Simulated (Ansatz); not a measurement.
Input for Ansatz (a quantum-chemistry and plane-wave program): R-B3LYP-D3(BJ)/def2-TZVP on CH4 (SMILES C).

Ansatz 0.2 input:
```yaml
crystal:
  periodic: [false, false, false]
  atoms:
    - {symbol: C, position_ang: [0.00000000, -0.00000000, 0.00000000]}
    - {symbol: H, position_ang: [0.62885949, 0.62885949, 0.62885949]}
    - {symbol: H, position_ang: [-0.62885949, -0.62885949, 0.62885949]}
    - {symbol: H, position_ang: [0.62885949, -0.62885949, -0.62885949]}
    - {symbol: H, position_ang: [-0.62885949, 0.62885949, -0.62885949]}
basis:
  gaussian:
    orbitals: def2-TZVP
hamiltonian:
  xc: b3lyp
  dispersion: d3bj
accuracy: high
phonons: {}
scf: {lower_state_search: off}
```

Q: Predict the final total energy.

A: -40.5394 hartree.

Q: How many basis functions does it have, and what does it roughly cost on one machine?

A: 55 functions; about 6 core-seconds (a rough figure).
